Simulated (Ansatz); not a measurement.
Gas-phase electronic energies from Ansatz, PBE0-D4/def2-TZVP geometries. CCSD(T)/CBS adds triple-zeta CCSD(T) − MP2 to the extrapolated MP2 energy (def2 sets, frozen cores). Each species was taken in one conformer, which may not be the lowest.

Reaction (substitution at a C–B bond): `CBC[SiH2]O` + `NCSS` → `CNCSS` + `BC[SiH2]O`

`CBC[SiH2]O`:

Z-matrix (Å, degrees):
```
C
B 1 1.559
H 1 1.092 2 115.3
H 1 1.097 2 110.5 3 -123.9
H 1 1.098 2 108.9 3 121.9
C 2 1.546 1 123.3 3 -1.3
H 2 1.204 1 118.0 3 176.3
Si 6 1.868 2 110.9 1 89.1
H 6 1.096 2 113.3 1 -27.3
H 6 1.095 2 113.8 1 -153.8
O 8 1.651 6 106.1 2 -179.6
H 8 1.490 6 110.8 2 -59.5
H 8 1.490 6 111.3 2 60.2
H 11 0.958 8 117.4 6 -177.9
```

`NCSS`:

Cartesian coordinates in Å:
```
N -0.711 1.003 0.728
C -0.848 -0.143 -0.102
S 0.408 -1.488 0.084
S 2.143 -0.484 -0.280
H -0.712 0.753 1.708
H 0.156 1.487 0.529
H -0.846 0.155 -1.151
H -1.789 -0.661 0.105
H 2.200 -0.622 -1.620
```

`CNCSS`:

```xyz
12

C     1.526    0.232   -0.683
N     0.578   -0.742   -0.187
C    -0.137   -0.367    0.974
S    -1.222    1.142    0.861
S    -2.440    0.640   -0.693
H     2.294    0.407    0.074
H     1.072    1.201   -0.933
H     2.018   -0.165   -1.572
H    -0.064   -1.034   -0.913
H    -0.775   -1.187    1.304
H     0.552   -0.107    1.784
H    -3.402   -0.021   -0.017
```

`BC[SiH2]O`:

Cartesian coordinates in Å:
```
B 0.360 1.764 -0.395
C 0.652 0.260 -0.461
Si -0.590 -0.698 0.588
O -0.217 -2.303 0.618
H 0.843 2.444 0.466
H -0.401 2.276 -1.165
H 1.619 -0.028 -0.034
H 0.534 -0.167 -1.463
H -0.534 -0.263 2.003
H -1.956 -0.486 0.038
H -0.311 -2.800 -0.195
```

| species | CCSD(T)/CBS(def2) energy (Eh) |
| --- | --- |
| `CBC[SiH2]O` | -470.62859 |
| `NCSS` | -891.31047 |
| `CNCSS` | -930.56137 |
| `BC[SiH2]O` | -431.34785 |

Q: Work out ΔE.

A: ΔE = (-930.56137) + (-431.34785) − (-470.62859) − (-891.31047) = 0.02984 Eh = +78.3 kJ/mol.

Largest T1 diagnostic among the species: 0.012.
